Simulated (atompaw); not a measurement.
## Plane-wave convergence, PAW (atompaw) potential for Kr (Z = 36)

- Element: Kr (Z = 36)
- Generator: atompaw 4.2.0.5
- Type: PAW
- Functional: PBEsol
- Relativity: scalar-relativistic
- Frozen core: [Ar]
- Valence charge: 18
- Reference configuration: 3d10 4s2 4p4 (charge +2)
- Partial waves: 4s (bound): rc 1.25 bohr; 4s channel at -1.4 Ry: rc 1.25 bohr; 4p (bound): rc 1.10 bohr; 4p channel at 1.6 Ry: rc 1.10 bohr; 3d (bound): rc 1.25 bohr; 3d channel at -3.1 Ry: rc 1.25 bohr; 4f channel at 0.4 Ry: rc 1.25 bohr; 4f channel at 1.55 Ry: rc 1.25 bohr
- Local potential: bessel scheme, radius 1.20 bohr
- Core correction: smooth core density matched at 1.20 bohr
- Augmentation charge: besselshape compensation charge, radius 1.10 bohr; PAW radius 1.25 bohr; waves and projectors: custom rrkj gramschmidtortho

The pseudo-atom Hamiltonian at the reference potential is diagonalised in spherical Bessel functions j_l(qr) that vanish at 20 bohr, with q² up to the cutoff. All-electron valence levels (Ry): 4s -3.3872, 4p -2.2775, 3d -7.8514.

Task: How do the lowest levels (Ry) of each channel move with the cutoff, and are there ghosts?

Result:

```tsv
cutoff (Ry)	s #1	p #1	p #2	p #3	d #1	d #2	f #1	Σ f·Δε (mRy)
8	-3.2375	-2.3416	-0.6730	-0.3159	-0.8786	-0.3540	-0.2877	70284.1
21	-3.3773	-2.4083	-0.7001	-0.3253	-1.5691	-0.5984	-0.2891	63366.8
40	-3.3864	-6.6974	-2.2598	-0.6635	-7.5564	-0.8827	-0.2894	3022.5
70	-3.3872	-10.3239	-2.2770	-0.6661	-7.8500	-0.8855	-0.2895	15.8
110	-3.3874	-10.4001	-2.2774	-0.6662	-7.8512	-0.8855	-0.2895	2.6
200	-3.3874	-10.4389	-2.2775	-0.6662	-7.8514	-0.8855	-0.2895	0.3
400	-3.3874	-10.4444	-2.2775	-0.6662	-7.8514	-0.8855	-0.2895	0.0
```

Result: ghost state, extra bound levels that the all-electron valence spectrum of the same l lacks: p at -142.1 eV (a true bound ghost makes a file unfit for plane-wave use); 10 mRy is reached at 90 Ry and 1 mRy at 160 Ry.
